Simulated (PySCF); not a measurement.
ClH6NOSi2.

```xyz
11

O     -1.7746    -0.8970     1.3007
Si    -0.3055    -0.1987     1.0100
Cl    -0.5184     1.6870     0.1567
N      0.6545    -1.0561    -0.1344
Si     1.3638    -0.5022    -1.6426
H     -2.3219    -1.0953     0.5303
H      0.2954    -0.0599     2.3520
H      0.8852    -2.0171     0.1160
H      2.1354    -1.6641    -2.1759
H      2.2894     0.6513    -1.4498
H      0.3292    -0.1125    -2.6452
```

The structure is a stationary point at r2SCAN-D4/def2-SVP. The structure was generated by enumeration; whether it is a known compound was not checked. The values are those of a single conformer.

These are KT2/pcSseg-1 (PySCF) values and carry that method's errors. Non-relativistic, no solvent.

Computed absolute GIAO shielding of each atom: isotropic value and principal components (ppm):
| atom | σ(iso) | σ11 | σ22 | σ33 | span |
|---|---|---|---|---|---|
| O1 | 233.9 | 197.4 | 236.3 | 268.0 | 70.6 |
| Si2 | 380.6 | 354.6 | 383.3 | 403.9 | 49.3 |
| Cl3 | 866.6 | 755.8 | 835.3 | 1008.8 | 253.0 |
| N4 | 229.8 | 197.6 | 215.3 | 276.4 | 78.8 |
| Si5 | 417.6 | 371.8 | 404.0 | 476.9 | 105.1 |
| H6 | 28.9 | 22.5 | 24.6 | 39.5 | 17.0 |
| H7 | 25.9 | 22.6 | 22.9 | 32.3 | 9.7 |
| H8 | 30.7 | 22.4 | 27.7 | 41.9 | 19.6 |
| H9 | 26.6 | 23.4 | 24.7 | 31.7 | 8.2 |
| H10 | 26.4 | 22.9 | 24.8 | 31.5 | 8.6 |
| H11 | 26.4 | 22.8 | 24.8 | 31.5 | 8.7 |
